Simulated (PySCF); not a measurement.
Be(Cl)(Et) (C2H5BeCl), SMILES C[CH2][Be][Cl].

Geometry: TPSSh-D3(BJ)/def2-SVP. Other conformers were not sampled.

Method: C-PCM-ωB97X/def2-SVP run with PySCF.

The values are the electrostatic part of the solvation free energy, E(continuum) − E(gas) at the gas-phase geometry, in a cavity of scaled van der Waals radii (PySCF's table); cavitation and dispersion terms are not included. A continuum can't describe solvent molecules that bind to the metal. In vacuum the orbital gap is 12.71 eV. The dipole moment in vacuum is 1.33 D.

### Question
Estimate the values in water (ε = 78.36), dichloromethane (ε = 8.93), dimethylsulfoxide (ε = 46.83). (The exact figures need the calculation; the answer reports its results.)

### Answer

```json
[
 {"solvent": "water", "ε": "78.36", "ΔG(elec) (kcal/mol)": "-4.2", "dipole (D)": "1.53", "gap (eV)": "12.76"},
 {"solvent": "dichloromethane", "ε": "8.93", "ΔG(elec) (kcal/mol)": "-3.7", "dipole (D)": "1.51", "gap (eV)": "12.76"},
 {"solvent": "dimethylsulfoxide", "ε": "46.83", "ΔG(elec) (kcal/mol)": "-4.2", "dipole (D)": "1.53", "gap (eV)": "12.76"}
]
```
